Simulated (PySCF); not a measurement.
**Calculated NMR parameters of CC(=O)[Si@@H](C=O)[C@@H](C)F**

* Formula: C5H9FO2Si
* SMILES: CC(=O)[Si@@H](C=O)[C@@H](C)F
* Point group of the computed structure: C1
* Degrees of unsaturation: 2
* Carbon signals: 5
* Proton signals: 5

Atoms are numbered as in `[CH3:1][C:2](=[O:3])[Si@@H:4]([CH:5]=[O:6])[C@@H:7]([CH3:8])[F:9]`. Hydrogens are named by the atom that carries them.

[PySCF 2.14: GFN2-xTB geometry; GIAO PBE0/pcSseg-1 shieldings; a single conformation; gas phase; relativity neglected; equivalent nuclei averaged]

References, each an isolated molecule treated in the same way: $^{1}$H (31.72 ppm) and $^{13}$C (186.93 ppm) and $^{29}$Si (349.16 ppm) against TMS; $^{19}$F (170.95 ppm) vs CFCl3; $^{17}$O (336.08 ppm) against H2O.

| carbon | δC, type | δH (multiplicity) | HMBC from (2–3 bonds) | span of the C tensor (ppm) |
| --- | --- | --- | --- | --- |
| C1 | 43.9, CH3 | 2.62 (s) | H(Si4) | 82 |
| C2 | 242.4, C | – | H(C5), H(C7), H(Si4), H(C1) | 237 |
| C5 | 247.8, CH | 12.32 (m) | H(C7), H(Si4) | 286 |
| C7 | 87.1, CH | 5.31 (m) | H(C5), H(Si4), H(C8) | 116 |
| C8 | 20.9, CH3 | 1.64 (m) | H(C7), H(Si4) | 36 |

Other nuclei:
| atoms | nucleus | environment | δ (ppm) | σ (ppm) |
| --- | --- | --- | --- | --- |
| H(Si4) | $^{1}$H | hydrogen on a silicon bonded to 3 C | 4.83 | 26.88 |
| F9 | $^{19}$F | fluorine on an sp3 carbon | -247.2 | 418.1 |
| Si4 | $^{29}$Si | silicon bonded to 3 C, H | -70.6 | 419.7 |
| O6 | $^{17}$O | carbonyl oxygen | 952.2 | -616.1 |
| O3 | $^{17}$O | carbonyl oxygen | 858.7 | -522.7 |

1. Carbon types of the structure: 1 × C, 2 × CH, 2 × CH3, leaving 1 H on heteroatoms.
2. δC 247.8, 242.4: carbonyl carbon.
3. δC 87.1: sp3 CH bonded to F and Si; the inductive effect lowers its shielding.
4. δC 43.9: methyl carbon α to a carbonyl; α to the electron-withdrawing carbonyl group.
5. δC 20.9: methyl carbon; aliphatic region, no heteroatom directly attached.
6. δH 12.32: hydrogen on a carbonyl carbon.

Splittings by $^{19}$F in the carbon and heteronuclear signals aren't shown, as no couplings were computed. Shifts are as computed. Against solution values, carbons near 30 ppm lie about +3 ppm off and those near 130 ppm about +5 ppm. Of 1309 compounds with measured shifts, 239 miss one by over three times the rms of a fit or turn the order of signals round; such compounds aren't used in these exercises. Unscaled 19F shifts against computed CFCl3 carry errors that often reach 10 to 50 ppm. Unscaled 17O shifts of doubly bonded oxygen tend to come out too high, by tens of ppm or more. Experimental scales use liquid or dissolved standards, which lie at an offset from isolated H2O (liquid H2O: subtract about 36 ppm). Multiplicities follow the n + 1 count of equivalent neighbours, as no J values were calculated; m marks all less simple cases, F and P coupling included.
